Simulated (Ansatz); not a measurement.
Cost and result up the ladder for N-butylpyridinium hexafluoroantimonate, `CCCC[n+]1ccccc1.[F][Sb-]([F])([F])([F])([F])[F]` (31 atoms). Total charge 0; singlet. Geometry: PBE-D4/def2-SVP.

```xyz
31

C    -0.9358    3.7332   -1.0398
C    -0.7397    2.2776   -1.4603
C     0.3849    1.5837   -0.6809
C     0.5337    0.1328   -1.1343
N     1.3399   -0.7068   -0.2073
C     2.5153   -1.2550   -0.6116
C     3.2247   -2.1134    0.2223
C     2.7000   -2.4288    1.4878
C     1.4887   -1.8513    1.8847
C     0.8280   -0.9790    1.0208
H    -1.1958    3.8023    0.0370
H    -1.7580    4.2089   -1.6111
H    -0.0183    4.3375   -1.2052
H    -1.6754    1.7042   -1.2850
H    -0.5313    2.2221   -2.5527
H     0.1155    1.6005    0.3945
H     1.3491    2.1272   -0.7980
H    -0.4542   -0.3686   -1.1782
H     1.0123    0.0603   -2.1301
H     2.8509   -0.9902   -1.6238
H     4.1731   -2.5413   -0.1312
H     3.2356   -3.1218    2.1536
H     1.0064   -2.0767    2.8455
H    -0.1244   -0.4875    1.2764
F    -3.7464   -2.9886    0.8042
Sb   -2.8327   -1.2922    0.9149
F    -3.7878   -0.5281   -0.5882
F    -1.4569   -1.9391   -0.3529
F    -4.0827   -0.5860    2.2038
F    -1.7781    0.3946    1.0062
F    -1.6407   -1.9303    2.3389
```

Ansatz on 2 threads of AMD EPYC 7R13 on a shared host and a share (18 GiB) of an NVIDIA H100 80GB HBM3. Times are rough, and most runs start from the orbitals of an earlier one. PBE0-D4/def2-TZVP serves as the yardstick here, not as an exact answer. Differences are given only for rows in sets of like size (and for xTB, whose basis is part of the method), since another set adds its own error. Binding counts from free atoms at the same level (C triplet, N quartet, H doublet, F doublet, Sb quartet; other spins of the atoms weren't run), without zero-point energy or a counterpoise term.

In the def2 sets Sb takes a core potential; there is no spin–orbit coupling. HSE06 is defined as in plane-wave codes, on full-range PBE exchange. Correlated methods freeze 20 core orbitals; core or outer-core shells of Sb are correlated, in sets that lack core-valence functions. Single mean-field runs in def2-TZVP are fitted with def2-universal-jkfit.

Correlated methods converge slowly with the basis.

```json
{"level": "PBE-D4/def2-SVP", "functions": "320", "wall time": "4.1 s", "binding energy per atom (eV)": "4.46", "difference from PBE0-D4/def2-TZVP (eV)": "–", "remarks": "–"}
{"level": "PBE-D4/def2-TZVP", "functions": "630", "wall time": "4.5 s", "binding energy per atom (eV)": "4.43", "difference from PBE0-D4/def2-TZVP (eV)": "0.13", "remarks": "–"}
{"level": "BLYP-D4/def2-TZVP", "functions": "630", "wall time": "5.5 s", "binding energy per atom (eV)": "4.31", "difference from PBE0-D4/def2-TZVP (eV)": "0.01", "remarks": "–"}
{"level": "r2SCAN-D4/def2-TZVP (with forces)", "functions": "630", "wall time": "6.5 s", "binding energy per atom (eV)": "4.30", "difference from PBE0-D4/def2-TZVP (eV)": "0.00", "remarks": "–"}
{"level": "PBE0-D4/def2-TZVP (with forces)", "functions": "630", "wall time": "6.5 s", "binding energy per atom (eV)": "4.30", "difference from PBE0-D4/def2-TZVP (eV)": "0.00", "remarks": "–"}
{"level": "HSE06-D4/def2-TZVP", "functions": "630", "wall time": "7.5 s", "binding energy per atom (eV)": "4.30", "difference from PBE0-D4/def2-TZVP (eV)": "0.00", "remarks": "–"}
{"level": "PBE0-D4/def2-SVP", "functions": "320", "wall time": "8.5 s", "binding energy per atom (eV)": "4.33", "difference from PBE0-D4/def2-TZVP (eV)": "–", "remarks": "–"}
{"level": "MP2/def2-TZVP", "functions": "630", "wall time": "11 s", "binding energy per atom (eV)": "4.24", "difference from PBE0-D4/def2-TZVP (eV)": "-0.06", "remarks": "restricted SCF unstable"}
```
